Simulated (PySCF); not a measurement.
Atom-mapped SMILES (the numbers label the heavy atoms): `[CH3:1][C@H:2]([C:3]#[N:4])[C@@H:5]([CH3:6])[C:7]([F:8])=[C:9]([F:10])[F:11]`; H(Xn) means a hydrogen on atom n.

PySCF calculation with GFN2-xTB structure and PBE0/pcSseg-1 with gauge-including orbitals; no solvent model, non-relativistic, fast rotation and ring inversion assumed for equivalent nuclei, a single conformation.

Chemical shifts δ = σref − σ; TMS for ¹³C (σref 186.93), ¹H (σref 31.72); ¹⁵N (σref 267.73) vs NH3; ¹⁹F (σref 170.95) against CFCl3, all at this level.

```
atoms  nucleus  count  Hirshfeld charge  δ (ppm)
   C1      ¹³C      1             -0.11     20.0
   C5      ¹³C      1             -0.02        ?
   C9      ¹³C      1              0.15    167.3
   C2      ¹³C      1              0.00     28.6
   F8      ¹⁹F      1             -0.07   -210.5
H(C2)       ¹H      1              0.06     2.53
   C3      ¹³C      1              0.09    126.8
   N4      ¹⁵N      1             -0.23    301.5
   C7      ¹³C      1              0.05    138.4
H(C1)       ¹H      3              0.05        ?
H(C5)       ¹H      1              0.05     2.49
H(C6)       ¹H      3              0.04        ?
   C6      ¹³C      1             -0.12        ?
  F10      ¹⁹F      1             -0.06   -124.2
  F11      ¹⁹F      1             -0.07        ?
```

Question: Estimate the values marked ?.

Answer: 
- C5: 41.9 ppm, allylic sp3 CH; aliphatic region, no heteroatom directly attached
- C6: 19.6 ppm, methyl carbon; saturated and bonded to C and H only
- H(C6): 1.60 ppm, hydrogen on a methyl carbon
- H(C1): 1.41 ppm, hydrogen on a methyl carbon
- F11: -103.7 ppm, vinylic fluorine

Shifts are as computed. Against solution values, carbons near 30 ppm lie about +3 ppm off and those near 130 ppm about +5 ppm. Of 1211 compounds with measured shifts, 218 miss one by over three times the rms of a fit or turn the order of signals round; such compounds aren't used in these exercises. Unscaled 19F shifts against computed CFCl3 carry errors that often reach 10 to 50 ppm. Experimental scales use liquid or dissolved standards, which lie at an offset from isolated NH3 (liquid NH3: subtract about 20 ppm). Unscaled 15N shifts of sp2 nitrogen come out 20 to 40 ppm too high even then.
